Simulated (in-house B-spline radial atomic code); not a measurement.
A fraction x of an electron is removed from 5p in Sm II (Sm+), starting from [Xe] 4f6 6s1 and keeping the highest spin. Computed with a B-spline radial code for spherical atoms: scalar-relativistic (X2C) B3LYP, spin-polarised, spherical fractional occupations, Fermi nucleus of rms radius 5.0819 fm.

Caution: exact exchange at fractional occupations of open shells leaves self-interaction of up to several eV.

| x | E(x) - E(0) (eV) | 5p down level (eV) |
| --- | --- | --- |
| 0 | 0.0000 | -29.314 |
| 0.1 | 2.9795 | -30.278 |
| 0.18 | ? | ? |
| 0.37 | 11.5116 | -32.935 |
| 0.42 | ? | ? |
| 0.5 | 15.8777 | -34.238 |
| 0.53 | 16.9094 | -34.542 |
| 0.7 | 22.9283 | -36.273 |
| 0.78 | 25.8630 | -37.096 |
| 0.92 | 31.1579 | -38.548 |
| 1 | 34.2752 | -39.384 |

**Question.** What belongs in the row x = 0.18?

**Answer.** An energy change of 5.4329 eV; 5p down at -31.058 eV.

**Question.** What belongs in the row x = 0.42?

**Answer.** An energy change of 13.1708 eV; 5p down at -33.434 eV.

**Question.** Check Janak's theorem between x = 0.5 and 0.53.

**Answer.** The slope of the energy is 34.39 eV; the orbital levels give 34.39 eV (-ε of the emptying orbital, averaged over the two points).
